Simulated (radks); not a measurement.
Trend from Zr+ to Cd+: ionisation energy by Delta-SCF between NIST ground configurations, and size. All-electron calculation, Dirac Kohn-Sham, PBEsol, spin-unpolarised, spherical densities, finite nucleus; open shells fill j = l - 1/2 first; Fermi nuclear charge, rms radius of each element as measured or else 0.836 A^(1/3) + 0.57 fm. Program: a radial shooting solver on a logarithmic mesh with Libxc functionals.

species  configuration  configuration of the ion  IE (eV)  NIST (eV)       kind   -e(HOMO) (eV)  outermost  <r> outermost (bohr)
Zr+       [Kr] 4d2 5s1                  [Kr] 4d2   12.891     13.130       exp.   9.958 (5s1/2)      5s1/2                  3.41
Nb+           [Kr] 4d4                  [Kr] 4d3   14.068     14.320  semi-emp.   9.328 (4d3/2)      4d3/2                  2.05
Mo+           [Kr] 4d5                  [Kr] 4d4   15.283       16.2  semi-emp.  10.260 (4d5/2)      4d5/2                  1.90
Tc+       [Kr] 4d5 5s1                  [Kr] 4d5   14.814     15.260  semi-emp.  11.406 (5s1/2)      5s1/2                  3.02
Ru+           [Kr] 4d7                  [Kr] 4d6   17.986       16.8  semi-emp.  12.366 (4d5/2)      4d5/2                  1.65
Rh+           [Kr] 4d8                  [Kr] 4d7   19.296     18.080  semi-emp.  13.393 (4d5/2)      4d5/2                  1.55
Pd+           [Kr] 4d9                  [Kr] 4d8   20.588       19.4  semi-emp.  14.409 (4d5/2)      4d5/2                  1.47
Ag+          [Kr] 4d10                  [Kr] 4d9   21.868     21.484       exp.  15.418 (4d5/2)      4d5/2                  1.40
Cd+      [Kr] 4d10 5s1                 [Kr] 4d10   17.097     16.908       exp.  13.077 (5s1/2)      5s1/2                  2.63

Reference values: NIST Atomic Spectra Database (exp. = measured, semi-emp. = semi-empirical, theory = theoretical value adopted there). Spin polarisation and multiplet splitting are left out, so open shells lie too high by an amount that depends on their filling.

Beside tabulated values, note that spin-unpolarised runs miss the spin-polarisation part of the exchange energy of open shells.
